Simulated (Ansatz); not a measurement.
Basis-set extrapolation for CH₈BNSSi (PBE0-D4/def2-TZVP geometry, frozen core, Ansatz). Multiplicity 1, RHF reference.

```csv
,def2-TZVPP,def2-QZVPP
HF,-808.232680,-808.258700
MP2 correlation,-0.814246,-0.872605
CCSD(T) correlation,-0.909251,not run
```

Energies in hartree. Use E(X) = E(∞) + A·exp(−7.88·√X) for Hartree–Fock and E(X) = E(∞) + B·X^(−2.97) for correlation, with X = 3 and 4, and add CCSD(T) minus MP2 of the smaller set to the MP2 limit.

Q: What is the CCSD(T) energy at the basis-set limit?

A: HF limit: -808.258700 + (-0.026020) × 0.13774 = -808.26228. MP2 limit: -0.872605 + (-0.058359) × 0.74074 = -0.91583. Higher-order term: -0.909251 − (-0.814246) = -0.09501. Total: -809.27312 hartree, 344.4 kJ/mol below CCSD(T)/def2-TZVPP.
